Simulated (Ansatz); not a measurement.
System: sum formula BeHSBr, net charge 0, singlet state. 
Coordinates optimised at B3LYP-D3(BJ)/def2-TZVP (Ansatz, a quantum-chemistry and plane-wave program):
```xyz
4

Be    -0.4605     0.4338     0.1403
Br     0.9483    -0.8534    -0.3129
S     -1.8126     1.7019     0.5556
H     -2.3446     0.9031     1.5007
```
Charge 0, spin multiplicity 1.

Basis-set convergence of Hartree-Fock and MP2 correlation energies (hartree) with Ansatz. Valence correlation only, unless marked. Spin-orbit coupling is left out. Frozen are the shells of the preceding noble gas and the d and f shells that filled before the atom's block. Non-relativistic.

```tsv
basis	functions	E(HF)	E(corr, MP2)
def2-SVP	64	-2984.82769	-0.27399
def2-TZVPP	123	-2985.30167	-0.37131
def2-QZVPP	225	-2985.36635	-0.41203
```

Extrapolating the two largest sets (X = 3 and 4) as X^-3: E(corr) = (64·(-0.41203) - 27·(-0.37131))/37 = -0.4417 Eh, an estimate of the basis-set limit. The largest set recovers 93.3 % of it, the smallest 62.0 %.
